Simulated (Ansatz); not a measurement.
ClH2InN (`[NH2][In][Cl]`) radical at its PBE0-D4/def2-TZVP geometry, where that method's forces vanish. The species carries charge 0 and has multiplicity 2. In takes the def2 core potential.

```tsv
atom	x (Å)	y (Å)	z (Å)
N1	0.646	0.406	-0.596
In2	-0.726	0.451	0.957
Cl3	-2.347	-1.271	0.816
H4	1.474	0.962	-0.409
H5	0.953	-0.548	-0.768
```

Task: For each bond, give half the difference of the two atoms' forces along it (eV/Å; positive pushes the atoms apart) under PBE-D4, r2SCAN-D4, B3LYP-D4, ωB97M-V in def2-TZVPP. (Estimate.)

Result: Computed: 
```
   bond  length (Å)  PBE-D4  r2SCAN-D4  B3LYP-D4  ωB97M-V
 N1–In2       2.072    0.24       0.09      0.31    -0.13
  N1–H4       1.015    0.24       0.03     -0.05    -0.03
  N1–H5       1.017    0.24       0.02     -0.04    -0.03
In2–Cl3       2.369    0.23       0.05      0.26    -0.06
```

B3LYP here is the variant with VWN-RPA as its local correlation; programs differ in this.
